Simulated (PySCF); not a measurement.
## The 21-electron isoelectronic series, non-relativistic

Calculated with PySCF 2.14 from differences of total energies of unrestricted determinants, without spin-orbit coupling. Each ion has its own even-tempered basis scaled to its charge (17s11p8d4f4g for the first); frozen: [Ne]. Ionisation energies in eV, correlation energies of the ion in mhartree.

| ion | configuration | UHF | LDA | PBE | PBE0 | r2SCAN | MP2 (outer shells) | E_corr MP2 | NIST (with spin-orbit, Breit and QED) |
| --- | --- | --- | --- | --- | --- | --- | --- | --- | --- |
| Kr¹⁵⁺ | [Ar] 3d3 (4F) | 541.69 | 542.63 | 542.31 | 542.55 | 543.15 | 542.23 | -414.4 | 540 ± 3 (t) |
| Sr¹⁷⁺ | [Ar] 3d3 (4F) | 667.41 | 668.25 | 667.95 | 668.21 | 668.89 | 667.89 | -420.5 | 665 ± 3 (t) |
| Zr¹⁹⁺ | [Ar] 3d3 (4F) | 805.34 | 806.07 | 805.80 | 806.09 | 806.81 | 805.76 | -426.8 | 803 ± 4 (t) |
| Mo²¹⁺ | [Ar] 3d3 (4F) | 955.44 | 956.07 | 955.83 | 956.14 | 956.90 | 955.80 | -431.3 | 953 ± 4 (t) |
| Ru²³⁺ | [Ar] 3d3 (4F) | 1117.7 | 1118.2 | 1118.0 | 1118.4 | 1119.2 | 1118.0 | -437.6 | 1115 ± 4 (t) |
| Pd²⁵⁺ | [Ar] 3d3 (4F) | 1292.1 | 1292.5 | 1292.4 | 1292.7 | 1293.6 | 1292.4 | -441.5 | 1290 ± 4 (t) |
| Cd²⁷⁺ | [Ar] 3d3 (4F) | 1478.7 | 1479.0 | 1478.8 | 1479.2 | 1480.1 | 1478.9 | -447.0 | 1477 ± 4 (t) |
| Sn²⁹⁺ | [Ar] 3d3 (4F) | 1677.5 | 1677.6 | 1677.5 | 1677.9 | 1678.8 | 1677.6 | -452.0 | 1676 ± 4 (t) |
| Te³¹⁺ | [Ar] 3d3 (4F) | 1888.3 | 1888.3 | 1888.2 | 1888.7 | 1889.7 | 1888.4 | -455.8 | 1889 ± 4 (t) |
| Xe³³⁺ | [Ar] 3d3 (4F) | 2111.3 | 2111.2 | 2111.1 | 2111.6 | 2112.6 | 2111.3 | -461.6 | 2113 ± 5 (t) |

Each ion has its own basis, which adds noise of up to about 0.1 % along the series.

NIST values marked (s) are semi-empirical, (t) theoretical. Open shells are high-spin determinants of the terms that Hund's rules give.

All relativistic terms are absent from the calculated values; where these lie close to NIST, scalar and spin-orbit shifts of opposite sign can cancel.
